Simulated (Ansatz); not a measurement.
Coupled-cluster diagnostics for TeO2F2, Ansatz.

Geometry of the singlet (B3LYP-D4/def2-SVP):

```xyz
5

Te    0.0435   -0.2084    0.0834
O    -1.3149   -1.3846   -0.0903
O     1.6870   -0.4011    0.8047
F    -0.7016    1.3859    0.8302
F     0.2861    0.6083   -1.6280
```

In the def2 sets Te takes a core potential; there is no spin–orbit coupling. Correlated methods freeze 8 core orbitals; core or outer-core shells of Te are correlated, in sets that lack core-valence functions.

Q: Estimate the CCSD(T) correlation energy, the shares of MP2 and (T), T1 and the reference's ⟨S²⟩ for: charge 0, singlet, own geometry in def2-TZVPP; and the rough time on 4 threads of Arm Neoverse V2 on a shared host.

A: 
```csv
state,basis,correlation (eV),MP2 share (%),(T) share (%),T1,⟨S²⟩ (pure),wall time,remarks
"charge 0, singlet, own geometry",def2-TZVPP,-40.509,99.3,3.9,0.022,0.00 (0.00),90 s,large T1 (0.022)
```
Customary marks for T1 are 0.02 (closed shells), 0.045 (open shells) and about 0.05 (3d metals). T1 exceeds 0.02 in 1 of 1 rows and 0.045 in 0; the higher it lies, the less the single-reference result can be trusted.
